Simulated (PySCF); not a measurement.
PySCF job for C3H2F3O, SMILES [CH]=C(O)C(F)(F)F, multiplicity 2, PBE-D3(BJ)/def2-SVP. The structure is a stationary point at PBE-D3(BJ)/def2-SVP. The isomer is the one that the SMILES or the coordinates give; other isomers of the formula were not compared. The values are those of a single conformer.

```python
import numpy as np
from pyscf import gto, scf, dft, df
from pyscf.hessian import thermo

mol = gto.M(
    atom='''
    C     1.33049238   -1.55120356    0.00000000
    C     0.14042268   -0.96037665    0.00000000
    O    -1.08127661   -1.55906817   -0.00000000
    C    -0.00762367    0.55851089   -0.00000000
    F    -0.68700309    0.97485248   -1.08961733
    F    -0.68700309    0.97485248    1.08961733
    F     1.19760755    1.16339215    0.00000000
    H     2.39327996   -1.30146165    0.00000000
    H    -0.93522775   -2.52545117   -0.00000000
    ''',
    basis='def2-SVP',
    charge=0,
    spin=1,
    max_memory=1600,
    verbose=3,
)
mf = dft.UKS(mol, xc='pbe').density_fit(auxbasis='def2-universal-jkfit')
mf.disp = 'd3bj'
mf.grids.level = 3
mf.conv_tol = 1e-11
mf.max_cycle = 100
mf.kernel()
fine, coarse = mf.grids, dft.Grids(mol).set(level=1).build(with_non0tab=True)
for _ in range(3):  # follow internal instabilities
    mf.grids = coarse
    mo, _, stable, _ = mf.stability(return_status=True, nroots=4)
    mf.grids = fine
    if stable:
        break
    mf.kernel(mf.make_rdm1(mo, mf.mo_occ))

# [left out here: the lines that compute and print the analytic Hessian (its translational invariance restored by hand, since the grid's response is missing), thermochemistry and intensities]
```

Output:

```

WARN: HOMO -0.228339121654105 >= LUMO -0.228339121654106

converged SCF energy = -489.309941498238  <S^2> = 0.75917114  2S+1 = 2.0091502
<class 'pyscf.df.df_jk.DFUKS'> wavefunction is stable in the internal stability analysis

WARN: DFTD3 does not support analytical Hessian, using finite difference


WARN: Mole.unit (angstrom) is changed to Bohr

Mode                                 0                   1                   2
Irrep
Freq [cm^-1]                       56.6939            226.9896            235.0862
Reduced mass [au]                   6.9510              7.1206              7.5124
Force const [Dyne/A]                0.0132              0.2162              0.2446
Char temp [K]                      81.5699            326.5875            338.2367
Normal mode                   x     y     z       x     y     z       x     y     z
       0   C                -0.00 -0.00  0.15   -0.01 -0.11  0.00    0.00  0.00  0.09
       1   C                 0.00  0.00  0.00    0.05  0.01 -0.00   -0.00 -0.00 -0.05
       2   O                -0.00  0.00 -0.14   -0.02  0.13  0.00    0.00 -0.00  0.07
       3   C                 0.00  0.00 -0.00    0.04  0.00 -0.00   -0.00  0.00 -0.06
       4   F                -0.07 -0.01  0.04   -0.00 -0.08 -0.01    0.00  0.13 -0.02
       5   F                 0.07  0.01  0.04   -0.00 -0.08  0.01   -0.00 -0.13 -0.02
       6   F                -0.00  0.00 -0.07   -0.03  0.11 -0.00    0.00 -0.00 -0.03
       7   H                 0.00 -0.00  0.27    0.02 -0.24  0.00   -0.00  0.00  0.08
       8   H                -0.00  0.00 -0.09   -0.12  0.11  0.00    0.00 -0.00  0.27
Mode                                 3                   4                   5
Irrep
Freq [cm^-1]                      348.0940            405.9498            420.6412
Reduced mass [au]                   3.2771             10.4794              1.2099
Force const [Dyne/A]                0.2340              1.0175              0.1261
Char temp [K]                     500.8298            584.0714            605.2090
Normal mode                   x     y     z       x     y     z       x     y     z
       0   C                -0.04 -0.15  0.00   -0.06  0.02  0.00    0.00 -0.00  0.05
       1   C                 0.03 -0.01 -0.00   -0.08 -0.02 -0.00   -0.00  0.00  0.04
       2   O                 0.06 -0.09  0.00   -0.05 -0.11 -0.00   -0.00  0.00  0.05
       3   C                -0.01  0.03 -0.00    0.01  0.01  0.00    0.00 -0.00  0.00
       4   F                -0.02  0.07  0.02    0.08 -0.01 -0.05    0.02  0.03  0.00
       5   F                -0.02  0.07 -0.02    0.08 -0.01  0.05   -0.02 -0.03  0.00
       6   F                -0.02  0.05 -0.00   -0.04  0.11  0.00    0.00  0.00 -0.05
       7   H                 0.04 -0.47  0.00   -0.09  0.14 -0.00   -0.00  0.00 -0.22
       8   H                 0.15 -0.08  0.00    0.05 -0.09 -0.00   -0.00  0.00 -0.88
Mode                                 6                   7                   8
Irrep
Freq [cm^-1]                      493.4357            549.2678            555.1278
Reduced mass [au]                   6.9784              1.2899              4.9163
Force const [Dyne/A]                1.0011              0.2293              0.8926
Char temp [K]                     709.9441            790.2740            798.7053
Normal mode                   x     y     z       x     y     z       x     y     z
       0   C                 0.00  0.00 -0.07    0.00 -0.00  0.09   -0.02  0.03  0.00
       1   C                -0.00 -0.00  0.11   -0.00 -0.00 -0.02    0.01  0.08  0.00
       2   O                -0.00 -0.00 -0.03   -0.00 -0.00 -0.05    0.05  0.03 -0.00
       3   C                 0.00 -0.00  0.06    0.00 -0.00  0.03   -0.07  0.02  0.00
       4   F                 0.09  0.02  0.04    0.04 -0.01  0.02    0.03 -0.01 -0.10
       5   F                -0.09 -0.02  0.04   -0.04  0.01  0.02    0.03 -0.01  0.10
       6   F                -0.00  0.00 -0.12    0.00  0.00 -0.04   -0.07 -0.07 -0.00
       7   H                -0.00  0.00  0.26   -0.00  0.00 -0.83    0.07 -0.37 -0.00
       8   H                -0.00 -0.00  0.14   -0.00 -0.00  0.26    0.11  0.04  0.00
Mode                                 9                  10                  11
Irrep
Freq [cm^-1]                      594.9133            670.9409            731.3400
Reduced mass [au]                   5.5868              8.3706              2.0729
Force const [Dyne/A]                1.1650              2.2201              0.6532
Char temp [K]                     855.9478            965.3345           1052.2354
Normal mode                   x     y     z       x     y     z       x     y     z
       0   C                 0.10 -0.06 -0.00   -0.00  0.00  0.03    0.05  0.13  0.00
       1   C                 0.05 -0.11 -0.00   -0.00  0.00 -0.23   -0.01 -0.02  0.00
       2   O                -0.02  0.04  0.00   -0.00  0.00  0.05   -0.07 -0.01 -0.00
       3   C                -0.04 -0.05 -0.00   -0.00 -0.00  0.04    0.01 -0.05 -0.00
       4   F                 0.03  0.06 -0.01    0.05 -0.04  0.04    0.03 -0.00  0.06
       5   F                 0.03  0.06  0.01   -0.05  0.04  0.04    0.03 -0.00 -0.06
       6   F                -0.12 -0.01  0.00    0.00  0.00 -0.03   -0.04  0.01  0.00
       7   H                 0.04  0.24  0.00    0.00 -0.00  0.21    0.22 -0.62 -0.00
       8   H                -0.24  0.01 -0.00    0.00  0.00 -0.07   -0.11 -0.02  0.00
Mode                                12                  13                  14
Irrep
Freq [cm^-1]                      790.8544           1116.6069           1156.9537
Reduced mass [au]                   6.7036              4.9746             13.0791
Force const [Dyne/A]                2.4703              3.6544             10.3148
Char temp [K]                    1137.8635           1606.5488           1664.5988
Normal mode                   x     y     z       x     y     z       x     y     z
       0   C                 0.09  0.01 -0.00    0.08 -0.06 -0.00   -0.00  0.00 -0.00
       1   C                 0.02 -0.08 -0.00    0.07  0.10  0.00   -0.00 -0.00  0.02
       2   O                -0.08 -0.03 -0.00   -0.14 -0.04 -0.00    0.00  0.00 -0.00
       3   C                -0.01  0.05 -0.00   -0.00  0.12 -0.00   -0.00 -0.00 -0.25
       4   F                -0.05  0.01 -0.08    0.01 -0.02  0.02    0.03 -0.02  0.07
       5   F                -0.05  0.01  0.08    0.01 -0.02 -0.02   -0.03  0.02  0.07
       6   F                 0.10  0.03  0.00   -0.03 -0.03  0.00    0.00  0.00  0.02
       7   H                 0.14 -0.16 -0.00    0.07  0.10 -0.00   -0.00 -0.00 -0.01
       8   H                -0.22 -0.05 -0.00    0.35  0.02 -0.00   -0.00 -0.00 -0.01
Mode                                15                  16                  17
Irrep
Freq [cm^-1]                     1176.0472           1217.3291           1342.6569
Reduced mass [au]                   4.8342              2.9313              3.2900
Force const [Dyne/A]                3.9393              2.5593              3.4945
Char temp [K]                    1692.0701           1751.4656           1931.7844
Normal mode                   x     y     z       x     y     z       x     y     z
       0   C                 0.00 -0.01  0.00    0.02 -0.01  0.00    0.01  0.02 -0.00
       1   C                 0.01  0.01 -0.00    0.00  0.01 -0.00   -0.09 -0.17  0.00
       2   O                 0.03 -0.01  0.00   -0.04  0.03  0.00    0.03  0.06 -0.00
       3   C                -0.22  0.09  0.00   -0.14 -0.16  0.00   -0.02  0.13 -0.00
       4   F                 0.04 -0.03  0.04    0.01  0.01 -0.01    0.01 -0.01  0.01
       5   F                 0.04 -0.03 -0.04    0.01  0.01  0.01    0.01 -0.01 -0.01
       6   F                 0.05  0.01 -0.00    0.06  0.04 -0.00   -0.01 -0.01  0.00
       7   H                -0.01  0.01  0.00    0.02  0.01  0.00    0.02 -0.07 -0.00
       8   H                -0.37 -0.06  0.00    0.52  0.10  0.00    0.47  0.11 -0.00
Mode                                18                  19                  20
Irrep
Freq [cm^-1]                     1668.3489           3260.6834           3679.6740
Reduced mass [au]                   8.2926              1.1057              1.0658
Force const [Dyne/A]               13.5993              6.9264              8.5023
Char temp [K]                    2400.3826           4691.3975           5294.2316
Normal mode                   x     y     z       x     y     z       x     y     z
       0   C                 0.14 -0.07  0.00    0.09  0.01 -0.00    0.00  0.00  0.00
       1   C                -0.21  0.09 -0.00   -0.01  0.01 -0.00    0.00 -0.00 -0.00
       2   O                 0.04  0.01  0.00   -0.00 -0.00 -0.00    0.01 -0.06 -0.00
       3   C                 0.01 -0.01  0.00    0.00 -0.00  0.00   -0.00  0.00  0.00
       4   F                 0.00 -0.00  0.00    0.00 -0.00  0.00    0.00  0.00 -0.00
       5   F                 0.00 -0.00 -0.00    0.00 -0.00 -0.00    0.00  0.00  0.00
       6   F                 0.00  0.00 -0.00   -0.00  0.00 -0.00    0.00  0.00 -0.00
       7   H                 0.19 -0.01  0.00   -0.92 -0.20  0.00    0.00 -0.00 -0.00
       8   H                -0.08 -0.01  0.00   -0.00  0.00  0.00   -0.12  0.96  0.00
temperature 298.1500 [K]
pressure 101325.00 [Pa]
Rotational constants [GHz] 3.68570 2.56183 2.06981
Symmetry number 1
Zero-point energy (ZPE) 0.04715 [Eh]   123799.348 [J/mol]
                           tot       elec      trans        rot        vib
Entropy [J/mol/K]       348.050      5.763    167.486    113.804     60.996
Cv [J/mol/K]            100.289      0.000     12.472     12.472     75.346
Cp [J/mol/K]            108.604      0.000     20.786     12.472     75.346
Internal energy [J/mol]                      3718.434   3718.434 134220.725
Internal energy [Eh]   -489.25599  -489.30994
Enthalpy [J/mol]                             6197.391   3718.434 134220.725
Enthalpy [Eh]          -489.25504
Gibbs free energy [J/mol]                  -43738.702 -30212.299 116034.787
Gibbs free energy [Eh] -489.29457
mode   freq/cm-1   IR/(km/mol)
   1       56.69         0.308
   2      226.99         0.089
   3      235.09         1.256
   4      348.09         8.236
   5      405.95         0.653
   6      420.64       123.467
   7      493.44        32.488
   8      549.27        14.537
   9      555.13         2.125
  10      594.91        19.368
  11      670.94         0.638
  12      731.34        44.806
  13      790.85         4.434
  14     1116.61       225.611
  15     1156.95       277.566
  16     1176.05       348.521
  17     1217.33        59.329
  18     1342.66        88.999
  19     1668.35        73.557
  20     3260.68        26.027
  21     3679.67        53.267
max |gradient| / (hartree/bohr): 0.0002150825029480238
APT charges: [-0.3285  0.3693 -0.5524  1.6348 -0.5421 -0.5421 -0.492   0.1779  0.275 ]
```

The calculation finished and met its thresholds.
